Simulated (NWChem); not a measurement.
Correlation energy of C3H3

```xyz
6

C      0.0000     0.0000     1.2582
C      0.0000     0.0000    -0.1143
C      0.0000     0.0000    -1.3469
H      0.9390     0.0000     1.8192
H     -0.9390     0.0000     1.8192
H      0.0000     0.0000    -2.4204
```
Charge 0, spin multiplicity 2.

All runs are NWChem calculations. All single points use one geometry, from UB3LYP/def2-SVP, a minimum by its harmonic frequencies.

Basis set: 6-311G**. Each correlation energy counts from its own Hartree-Fock reference.

The correlated methods keep 3 core orbitals frozen. The Pople sets run with spherical d functions. The structure started from a generated list of species. The unpaired electrons of the parent sit in orbitals of symmetry b2 (C2v labels of the run); other states weren't searched. The stability of the SCF solutions was not checked. Open-shell Hartree-Fock references start from PBE0 orbitals. Coupled-cluster values serve here as a point of comparison, not as the truth.

```csv
method,correlation energy (mHa),remark
UMP2,___,spin-contaminated
CCSD(T) on UHF,-425.6,spin-contaminated
CCSD[T] on UHF,___,spin-contaminated
CCSD(T) on ROHF,-444.7,-
SCS-UMP2,___,spin-contaminated
CCSD[T] on ROHF,-445.4,-
CCSD on UHF,-407.9,spin-contaminated
CCSD on ROHF,___,-
```

Problem. Complete the blanks.

Solution. 
- UMP2, correlation energy (mHa): -366.4
- CCSD[T] on UHF, correlation energy (mHa): -426.9
- SCS-UMP2, correlation energy (mHa): -359.9
- CCSD on ROHF, correlation energy (mHa): -425.3
